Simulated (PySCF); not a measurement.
CH5ClFNSi2, SMILES F[Si@@H]1CN[Si@H]1Cl. Geometry: PBE-D3(BJ)/def2-SVP. The structure was generated by enumeration; whether it is a known compound was not checked.

Problem. Give the equilibrium geometry at PBE-D3(BJ)/def2-SVP (PySCF confirms it by a frequency run) as bond lengths and angles. (An estimate is asked for; the answer gives what the named calculation found.)

Solution. 
Atoms: F1 Si2 C3 N4 Si5 Cl6 H7 H8 H9 H10 H11. Bond lengths (Å): F1–Si2 1.646, Si2–C3 1.926, Si2–Si5 2.340, Si2–H7 1.502, C3–N4 1.475, C3–H8 1.115, C3–H9 1.114, N4–Si5 1.746, N4–H10 1.024, Si5–Cl6 2.106, Si5–H11 1.501. Angles (°): F1–Si2–C3 112.9, F1–Si2–Si5 119.1, F1–Si2–H7 106.5, C3–Si2–Si5 76.4, C3–Si2–H7 116.9, Si5–Si2–H7 122.5, Si2–C3–N4 96.4, Si2–C3–H8 113.4, Si2–C3–H9 112.0, N4–C3–H8 114.0, N4–C3–H9 113.1, H8–C3–H9 107.7, C3–N4–Si5 111.0, C3–N4–H10 118.4, Si5–N4–H10 129.8, Si2–Si5–N4 75.8, Si2–Si5–Cl6 115.1, Si2–Si5–H11 129.2, N4–Si5–Cl6 115.7, N4–Si5–H11 115.1, Cl6–Si5–H11 104.2.
Charge 0, spin multiplicity 1.
